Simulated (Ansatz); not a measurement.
Born–Oppenheimer molecular dynamics of C₄H₁₀OSi (16 atoms, charge 0, multiplicity 1). It goes on from the last frame of an earlier run, with new velocities.

These are results of RKS PBE0-D4/STO-3G in Ansatz, not measurements.

```
ensemble                      : NVE (velocity Verlet)
time step                     : 0.5 fs
steps asked                   : 250
starting velocities drawn for : 400 K
seed                          : 92236
```

First frame:

```xyz
16
Properties=species:S:1:pos:R:3
C -0.939 -1.555 -0.325
C -0.538 -0.429 0.239
C 1.028 -0.162 0.113
Si 1.448 0.490 -1.661
O -1.249 0.585 0.937
C -2.708 0.482 0.967
H -2.016 -1.695 -0.300
H -0.205 -2.147 -0.824
H 1.528 -1.144 0.436
H 1.348 0.601 0.902
H 2.804 0.956 -1.645
H 0.600 1.601 -1.990
H 1.318 -0.421 -2.679
H -2.893 1.377 1.562
H -3.199 0.641 -0.098
H -2.945 -0.462 1.503
```

Q: How far do the bonds stretch over the last three quarters of this one trajectory? (Pairs bonded in most of those frames.)

A: 
```json
{"bond": "C1–C2", "mean (Å)": "1.345", "spread (Å)": "0.016", "shortest": "1.32", "longest": "1.37"}
{"bond": "C1–H7", "mean (Å)": "1.089", "spread (Å)": "0.012", "shortest": "1.06", "longest": "1.11"}
{"bond": "C1–H8", "mean (Å)": "1.092", "spread (Å)": "0.021", "shortest": "1.06", "longest": "1.13"}
{"bond": "C2–C3", "mean (Å)": "1.533", "spread (Å)": "0.030", "shortest": "1.47", "longest": "1.59"}
{"bond": "C2–O5", "mean (Å)": "1.416", "spread (Å)": "0.038", "shortest": "1.35", "longest": "1.48"}
{"bond": "C3–Si4", "mean (Å)": "1.897", "spread (Å)": "0.055", "shortest": "1.80", "longest": "1.98"}
{"bond": "C3–H9", "mean (Å)": "1.103", "spread (Å)": "0.035", "shortest": "1.04", "longest": "1.16"}
{"bond": "C3–H10", "mean (Å)": "1.100", "spread (Å)": "0.014", "shortest": "1.07", "longest": "1.13"}
{"bond": "Si4–H11", "mean (Å)": "1.446", "spread (Å)": "0.027", "shortest": "1.40", "longest": "1.50"}
{"bond": "Si4–H12", "mean (Å)": "1.449", "spread (Å)": "0.043", "shortest": "1.38", "longest": "1.52"}
{"bond": "Si4–H13", "mean (Å)": "1.450", "spread (Å)": "0.061", "shortest": "1.35", "longest": "1.55"}
{"bond": "O5–C6", "mean (Å)": "1.473", "spread (Å)": "0.058", "shortest": "1.37", "longest": "1.56"}
{"bond": "C6–H14", "mean (Å)": "1.107", "spread (Å)": "0.024", "shortest": "1.06", "longest": "1.15"}
{"bond": "C6–H15", "mean (Å)": "1.110", "spread (Å)": "0.035", "shortest": "1.05", "longest": "1.17"}
{"bond": "C6–H16", "mean (Å)": "1.110", "spread (Å)": "0.021", "shortest": "1.05", "longest": "1.16"}
```

Mean temperature of the second half: 472 K. The conserved energy stayed within 0.31 meV per atom of its start (net change 0.066 meV per atom), so the integration is sound. A run of 0.12 ps of so small a system gives no equilibrium averages. Limits of this set-up: minimal basis.

Run time: 12 min on 1 thread of Arm Neoverse V1 (shared host), peak memory 0.1 GiB.
